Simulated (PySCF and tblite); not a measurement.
The numbers below are computed, except where a source is named.
System: 4-methylresorcinol, C7H8O2, numbered as in [CH3:1][c:2]1[cH:3][cH:4][c:5]([OH:6])[cH:7][c:8]1[OH:9].

For the rotation about the C5–O6 bond (torsion C4–C5–O6–H from 0° to 180°, rising): electronic barrier 4.28 kcal/mol, zero-point change -0.75 kcal/mol, thermal and entropy terms at 250 K a further 0.04 kcal/mol (symmetry numbers apart). The minimum is Cs, the saddle C1. Geometries: GFN2-xTB; energies: BP86/pcSseg-1 + D3(BJ); zero-point and thermal terms from GFN2-xTB harmonic modes (soft modes blended into free rotors). Rate constants are transition-state-theory values, counting equivalent paths, without tunnelling. Programs: tblite and PySCF.

(1) How many equivalent paths lead out of the minimum?

(2) Work out the rate at 250 K.

Answers

(1) 2: the symmetry number of the minimum is 1, that of the saddle displaced along its mode 1, and the displaced saddle is chiral while the minimum is not, which doubles the count.

(2) ΔG‡ = 3.57 kcal/mol; k_B T/h = 5.2×10¹² s⁻¹; exp(−ΔG‡/RT) = 0.00076; times 2 gives k = 8×10⁹ s⁻¹. Wigner's tunnelling factor for the 408i cm⁻¹ mode would be 1.23.
